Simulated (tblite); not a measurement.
Species: C3H7NO2Si.
Atom-mapped SMILES: `[H]/[N:4]=[CH:3]/[C:2](=[CH2:1])[O:5][SiH2:6][OH:7]` (hydrogens: H8, H9 on C1; H10 on C3; H11 on N4; H12, H13 on Si6; H14 on O7)

Structure used (GFN2-xTB), in Å, numbered top down from 1:
```
atom  x, y, z in Å
C1     0.3690    2.2221   -0.5288
C2     0.2383    0.9107   -0.2793
C3     1.4025    0.1620    0.2001
N4     1.3757   -1.0826    0.4118
O5    -0.9241    0.2972   -0.5026
Si6   -1.7722   -0.9660    0.1107
O7    -1.0274   -2.3905   -0.0359
H8    -0.4645    2.7981   -0.8874
H9     1.3027    2.7334   -0.3875
H10    2.2889    0.7907    0.3438
H11    2.2480   -1.4872    0.7425
H12   -2.0649   -0.6731    1.5141
H13   -2.9063   -0.9506   -0.7930
H14   -0.0666   -2.3647    0.0693
```

Computed with GFN2-xTB (tblite): harmonic, unscaled wavenumbers at the GFN2-xTB geometry, gas phase. Errors from tens to a few hundred cm⁻¹ against measured bands are possible. Modes of hydrogen on silicon can be 10 to 20 % off. One conformer, not necessarily the lowest. The optimisation stopped once no atom felt more than 0.01 eV/Å.

Lowest wavenumbers of the output (negative numbers stand for imaginary wavenumbers):
```
mode    cm-1
  1     -34.5
  2      82.6
  3     133.3
  4     182.6
  5     206.4
  6     316.1
  7     385.9
  8     446.0
  9     493.3
 10     568.5
```

Question: Is this structure a minimum?

Answer: Not by this Hessian. 1 mode is imaginary beyond 20i (34i cm⁻¹), so at this level the point lies at or near a first-order saddle. The curvature is small, so loose convergence or finite differences may be the whole cause.

Question: Which atoms move in the imaginary mode?

Answer: 34i: O7 (silanol oxygen) 39 %, Si6 (oxygen-bound silicon) 16 %, N4 (imine nitrogen) 12 %. These are shares of the mass-weighted motion.

Question: What is the remedy?

Answer: Step along that mode in both directions, optimise again with tighter thresholds and repeat the frequencies. The zero-point energy of this point (60.7 kcal/mol) counts the 35 real modes alone, and thermal corrections from it aren't those of a minimum.
